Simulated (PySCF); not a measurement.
C2H8N2, charge -1, doublet, at the geometry of the source list (a state made from the parent by changing its charge; the spin is typed, not shown lowest) (in this run its highest filled SCF level lies above zero, so its values depend strongly on the basis, on diffuse functions most of all); PBE0/6-31G (PySCF).

The PySCF input:
```python
from pyscf import gto, scf, dft

mol = gto.Mole()
mol.atom = '''
    N     1.819500    0.328300   -0.228500
    C     0.588700    0.066600    0.496300
    C    -0.529300   -0.287200   -0.484300
    N    -1.745000   -0.605000    0.243500
    H     2.576000    0.527300    0.415600
    H     1.706800    1.135100   -0.834500
    H     0.256200    0.916000    1.120300
    H     0.757800   -0.785600    1.157900
    H    -0.231400   -1.171200   -1.052100
    H    -0.649700    0.546800   -1.199400
    H    -2.481900   -0.877200   -0.396700
    H    -2.067500    0.206100    0.762000
'''
mol.basis = '6-31g'
mol.charge = -1
mol.spin = 1
mol.verbose = 4
mol.build()

mf = dft.UKS(mol)
mf.xc = 'pbe0'
mf.kernel()
mf.analyze()
```

It wrote (shortened):

```
PySCF version 2.14.0

[INPUT] verbose = 4
[INPUT] num. atoms = 12
[INPUT] num. electrons = 35
[INPUT] charge = -1
[INPUT] spin (= nelec alpha-beta = 2S) = 1
[INPUT] symmetry False subgroup None
[INPUT] Mole.unit = angstrom
[INPUT] Symbol           X                Y                Z      unit          X                Y                Z       unit  Magmom
[INPUT]  1 N      1.819500000000   0.328300000000  -0.228500000000 AA    3.438356683646   0.620397086695  -0.431802419463 Bohr   0.0
[INPUT]  2 C      0.588700000000   0.066600000000   0.496300000000 AA    1.112481769531   0.125855759896   0.937871075622 Bohr   0.0
[INPUT]  3 C     -0.529300000000  -0.287200000000  -0.484300000000 AA   -1.000232037732  -0.542729342975  -0.915194362127 Bohr   0.0
[INPUT]  4 N     -1.745000000000  -0.605000000000   0.243500000000 AA   -3.297572087366  -1.143284305362   0.460148311332 Bohr   0.0
[INPUT]  5 H      2.576000000000   0.527300000000   0.415600000000 AA    4.867934496880   0.996452585483   0.785370177369 Bohr   0.0
[INPUT]  6 H      1.706800000000   1.135100000000  -0.834500000000 AA    3.225384549408   2.145028123994  -1.576976450950 Bohr   0.0
[INPUT]  7 H      0.256200000000   0.916000000000   1.120300000000 AA    0.484147833114   1.730989130102   2.117060177350 Bohr   0.0
[INPUT]  8 H      0.757800000000  -0.785600000000   1.157900000000 AA    1.432034457195  -1.484568843458   2.188113879634 Bohr   0.0
[INPUT]  9 H     -0.231400000000  -1.171200000000  -1.052100000000 AA   -0.437282625224  -2.213247237091  -1.988180855655 Bohr   0.0
[INPUT] 10 H     -0.649700000000   0.546800000000  -1.199400000000 AA   -1.227755063130   1.033302244912  -2.266537513803 Bohr   0.0
[INPUT] 11 H     -2.481900000000  -0.877200000000  -0.396700000000 AA   -4.690111268558  -1.657667756468  -0.749654353615 Bohr   0.0
[INPUT] 12 H     -2.067500000000   0.206100000000   0.762000000000 AA   -3.907008762538   0.389472554273   1.439971306919 Bohr   0.0

nuclear repulsion = 132.4374960302
number of shells = 36
number of NR pGTOs = 120
number of NR cGTOs = 52
basis = 6-31g
ecp = {}

******** <class 'pyscf.dft.uks.UKS'> ********
method = UKS
initial guess = minao
damping factor = 0
level_shift factor = 0
DIIS = <class 'pyscf.scf.diis.CDIIS'>
diis_start_cycle = 1
diis_space = 8
diis_damp = 0
SCF conv_tol = 1e-09
SCF conv_tol_grad = None
SCF max_cycles = 50
direct_scf = True
direct_scf_tol = 1e-13
number electrons alpha = 18  beta = 17
XC library pyscf.dft.libxc version 7.1.2
    S. Lehtola, C. Steigemann, M. J. T. Oliveira, and M. A. L. Marques,  SoftwareX 7, 1–5 (2018)
XC functionals = pbe0
    C. Adamo and V. Barone,  J. Chem. Phys. 110, 6158 (1999)
    M. Ernzerhof and G. E. Scuseria,  J. Chem. Phys. 110, 5029 (1999)
radial grids:
    Treutler-Ahlrichs [JCP 102, 346 (1995); DOI:10.1063/1.469408] (M4) radial grids

becke partition: Becke, JCP 88, 2547 (1988); DOI:10.1063/1.454033
pruning grids: <function nwchem_prune>
grids dens level: 3
symmetrized grids: False
atomic radii adjust function: <function treutler_atomic_radii_adjust>
small_rho_cutoff = 0
Set gradient conv threshold to 3.16228e-05
tot grids = 134504
init E= -190.506090471358

cycle= 1 E= -189.976036240894  delta_E= 0.53  |g|= 0.402  |ddm|= 5.52
cycle= 2 E= -189.937813505996  delta_E= 0.0382  |g|= 0.517  |ddm|= 2.29
cycle= 3 E= -190.064053500764  delta_E= -0.126  |g|= 0.0164  |ddm|= 0.853
cycle= 4 E= -190.064183012139  delta_E= -0.00013  |g|= 0.0136  |ddm|= 0.0922
cycle= 5 E= -190.064287990979  delta_E= -0.000105  |g|= 0.00249  |ddm|= 0.0703
cycle= 6 E= -190.064294177748  delta_E= -6.19e-06  |g|= 0.00114  |ddm|= 0.0403
cycle= 7 E= -190.064294812983  delta_E= -6.35e-07  |g|= 0.00086  |ddm|= 0.0243
cycle= 8 E= -190.064295447938  delta_E= -6.35e-07  |g|= 9.6e-05  |ddm|= 0.0137
cycle= 9 E= -190.064295463112  delta_E= -1.52e-08  |g|= 2.92e-05  |ddm|= 0.00284
cycle= 10 E= -190.064295464625  delta_E= -1.51e-09  |g|= 8.59e-06  |ddm|= 0.000752
cycle= 11 E= -190.064295464895  delta_E= -2.7e-10  |g|= 4.52e-06  |ddm|= 0.000395
Extra cycle  E= -190.064295464924  delta_E= -2.88e-11  |g|= 3.87e-06  |ddm|= 9.15e-05
converged SCF energy = -190.064295464924  <S^2> = 0.75161612  2S+1 = 2.0016155
**** SCF Summaries ****
Total Energy =                        -190.064295464923845
Nuclear Repulsion Energy =             132.437496030199981
One-electron Energy =                 -525.354227298108526
Two-electron Energy =                  202.852435802984729
Two-electron Coulomb Energy =          230.557578508675164
DFT Exchange-Correlation Energy =      -27.705142705690434
**** MO energy ****
                             alpha | beta                alpha | beta
MO #1   energy= -14.1471349617041  | -14.1426921233758  occ= 1 | 1
MO #2   energy= -14.1471093160882  | -14.142666010781   occ= 1 | 1
MO #3   energy= -10.0487108463488  | -10.0485949960273  occ= 1 | 1
MO #4   energy= -10.0485357462045  | -10.0484213097672  occ= 1 | 1
MO #5   energy= -0.718743277688889 | -0.711163042070176 occ= 1 | 1
MO #6   energy= -0.690039633579576 | -0.680228647788812 occ= 1 | 1
MO #7   energy= -0.52095642223847  | -0.513787655061241 occ= 1 | 1
MO #8   energy= -0.419019749098945 | -0.41545267528662  occ= 1 | 1
MO #9   energy= -0.315961323715983 | -0.311462423210549 occ= 1 | 1
MO #10  energy= -0.29226636468362  | -0.284761392260815 occ= 1 | 1
MO #11  energy= -0.259608981468847 | -0.256149613126404 occ= 1 | 1
MO #12  energy= -0.255506740770623 | -0.250343729519586 occ= 1 | 1
MO #13  energy= -0.202361326556335 | -0.197390552206359 occ= 1 | 1
MO #14  energy= -0.169554177662801 | -0.167107600495319 occ= 1 | 1
MO #15  energy= -0.159345082187465 | -0.155391934499356 occ= 1 | 1
MO #16  energy= -0.0372454641453623 | -0.0328336888593652 occ= 1 | 1
MO #17  energy= -0.0269256989295188 | -0.0225020317041604 occ= 1 | 1
MO #18  energy= 0.21707792422402   | 0.282250636085873  occ= 1 | 0
MO #19  energy= 0.256065130758658  | 0.288815683689691  occ= 0 | 0
MO #20  energy= 0.320433714736084  | 0.332078927392976  occ= 0 | 0
MO #21  energy= 0.323128472217827  | 0.333274247607474  occ= 0 | 0
MO #22  energy= 0.335319981007369  | 0.35782418354751   occ= 0 | 0
MO #23  energy= 0.371204939989387  | 0.386474338394589  occ= 0 | 0
MO #24  energy= 0.372701093685225  | 0.387949371693067  occ= 0 | 0
MO #25  energy= 0.399253343539612  | 0.402643860873173  occ= 0 | 0
MO #26  energy= 0.437546350904265  | 0.446275463255081  occ= 0 | 0

To work with the spin densities directly, `use mulliken_meta_spin()` only printing them here.

 ** Mulliken spin pop alpha/beta on meta-lowdin orthogonal AOs **
 ** Mulliken Spin Density (per AO)  **
spin_pop of  0 N 1s        0.00000
spin_pop of  0 N 2s        0.09771
spin_pop of  0 N 3s        0.01140
spin_pop of  0 N 2px      -0.00596
spin_pop of  0 N 2py       0.02035
spin_pop of  0 N 2pz       0.00132
spin_pop of  0 N 3px       0.00083
spin_pop of  0 N 3py       0.00279
spin_pop of  0 N 3pz       0.00118
spin_pop of  1 C 1s       -0.00000
spin_pop of  1 C 2s       -0.00069
spin_pop of  1 C 3s        0.00001
spin_pop of  1 C 2px       0.03049
spin_pop of  1 C 2py       0.00517
spin_pop of  1 C 2pz       0.00410
spin_pop of  1 C 3px       0.01197
spin_pop of  1 C 3py       0.00143
spin_pop of  1 C 3pz      -0.00007
spin_pop of  2 C 1s       -0.00000
spin_pop of  2 C 2s       -0.00069
spin_pop of  2 C 3s        0.00001
spin_pop of  2 C 2px       0.03628
spin_pop of  2 C 2py      -0.00009
spin_pop of  2 C 2pz       0.00357
spin_pop of  2 C 3px       0.01308
spin_pop of  2 C 3py       0.00033
spin_pop of  2 C 3pz      -0.00009
spin_pop of  3 N 1s        0.00000
spin_pop of  3 N 2s        0.09773
spin_pop of  3 N 3s        0.01140
spin_pop of  3 N 2px       0.00252
spin_pop of  3 N 2py       0.00772
spin_pop of  3 N 2pz       0.00547
spin_pop of  3 N 3px       0.00259
spin_pop of  3 N 3py       0.00075
spin_pop of  3 N 3pz       0.00147
spin_pop of  4 H 1s        0.12631
spin_pop of  4 H 2s        0.06119
spin_pop of  5 H 1s        0.08184
spin_pop of  5 H 2s        0.04124
spin_pop of  6 H 1s        0.00370
spin_pop of  6 H 2s        0.00024
spin_pop of  7 H 1s        0.00160
spin_pop of  7 H 2s        0.00177
spin_pop of  8 H 1s        0.00161
spin_pop of  8 H 2s        0.00178
spin_pop of  9 H 1s        0.00371
spin_pop of  9 H 2s        0.00024
spin_pop of  10 H 1s        0.12640
spin_pop of  10 H 2s        0.06122
spin_pop of  11 H 1s        0.08182
spin_pop of  11 H 2s        0.04124
 ** Mulliken Spin Density (per atom)  **
spin density of  0 N =      0.12962
spin density of  1 C =      0.05242
spin density of  2 C =      0.05241
spin density of  3 N =      0.12965
spin density of  4 H =      0.18750
spin density of  5 H =      0.12307
spin density of  6 H =      0.00394
spin density of  7 H =      0.00337
spin density of  8 H =      0.00338
spin density of  9 H =      0.00395
spin density of  10 H =      0.18762
spin density of  11 H =      0.12306
 ** Mulliken pop alpha/beta on meta-lowdin orthogonal AOs **
 ** Mulliken pop       alpha | beta **
In total            18.00000 | 17.00000
 ** Mulliken atomic charges   ( Nelec_alpha | Nelec_beta ) **
charge of  0N =     -0.57750  (     3.85356      3.72394 )
charge of  1C =     -0.13647  (     3.09445      3.04203 )
charge of  2C =     -0.13643  (     3.09442      3.04201 )
charge of  3N =     -0.57752  (     3.85358      3.72393 )
charge of  4H =      0.01571  (     0.58590      0.39840 )
charge of  5H =      0.06529  (     0.52889      0.40582 )
charge of  6H =      0.04588  (     0.47903      0.47509 )
charge of  7H =      0.08715  (     0.45811      0.45474 )
charge of  8H =      0.08712  (     0.45813      0.45475 )
charge of  9H =      0.04586  (     0.47905      0.47509 )
charge of  10H =      0.01559  (     0.58601      0.39840 )
charge of  11H =      0.06531  (     0.52888      0.40581 )

WARN: System has nonzero charge -1; the dipole moment is origin-dependent.
Location of origin: [0. 0. 0.]

Dipole moment(X, Y, Z, Debye): -0.45258,  1.68841, -0.09086
```
